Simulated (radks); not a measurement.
Values are calculated unless marked as measured or tabulated.
Species: Te. Configuration: [Kr] 4d10 5s2 5p4.

Level of theory: Dirac Kohn-Sham, BLYP, spin-unpolarised, spherical densities, finite nucleus; open shells fill j = l - 1/2 first; Fermi nuclear charge, rms radius 4.7423 fm (a radial shooting solver on a logarithmic mesh with Libxc functionals).

Energy parts (eV):
part                       energy
total                 -184963.153
kinetic                195607.020
electron-nucleus      -449303.102
Hartree                 73541.671
exchange-correlation    -4808.742

Orbitals (lengths in bohr, moments of r in powers of bohr; r(90%) holds 90 % of the orbital's charge):
\begin{tabular}{lrrrrr}
orbital & occ. & eigenvalue (eV) & r(90%) & <r^4> & small-component weight \\ \hline
1s1/2 & 2 & -31608.85 & 0.0500 & 2.871e-06 & 3.66e-02 \\
2s1/2 & 2 & -4845.430 & 0.185 & 0.0004915 & 7.80e-03 \\
2p1/2 & 2 & -4540.337 & 0.165 & 0.0003147 & 7.83e-03 \\
2p3/2 & 4 & -4265.721 & 0.173 & 0.0003751 & 7.45e-03 \\
3s1/2 & 2 & -963.7320 & 0.474 & 0.02144 & 2.29e-03 \\
3p1/2 & 2 & -838.2364 & 0.470 & 0.02056 & 2.24e-03 \\
3p3/2 & 4 & -787.0680 & 0.486 & 0.02355 & 2.13e-03 \\
3d3/2 & 4 & -565.5096 & 0.464 & 0.01948 & 2.01e-03 \\
3d5/2 & 6 & -554.8078 & 0.469 & 0.02033 & 1.98e-03 \\
4s1/2 & 2 & -163.7285 & 1.10 & 0.6466 & 6.44e-04 \\
4p1/2 & 2 & -120.5936 & 1.17 & 0.8244 & 5.82e-04 \\
4p3/2 & 4 & -110.8499 & 1.22 & 0.9511 & 5.49e-04 \\
4d3/2 & 4 & -42.0748 & 1.48 & 2.120 & 4.05e-04 \\
4d5/2 & 6 & -40.6059 & 1.50 & 2.237 & 3.97e-04 \\
5s1/2 & 2 & -14.8585 & 3.07 & 38.57 & 1.01e-04 \\
5p1/2 & 2 & -6.2566 & 3.96 & 107.9 & 6.42e-05 \\
5p3/2 & 2 & -5.4631 & 4.19 & 134.8 & 5.78e-05 \\
\end{tabular}

The highest occupied level is 5p3/2 at -5.463 eV. For comparison, the ionisation energy in NIST's Atomic Spectra Database is 9.010 eV (measured). In exact Kohn-Sham theory the highest level is minus the ionisation energy, but local and semilocal functionals leave it too shallow, through self-interaction and a potential that decays too fast; potentials with the right tail come closer. Summed over all electrons, <r^2> = 62.26 bohr^2, which gives a Langevin (diamagnetic) susceptibility term of -49.3 x 10^-6 cm^3/mol. The density falls to 0.001 e/bohr^3 at r = 4.63 bohr. The electron density at the nucleus is 2.28e+05 e/bohr^3.

Beside tabulated values, note that spin-unpolarised runs miss the spin-polarisation part of the exchange energy of open shells.
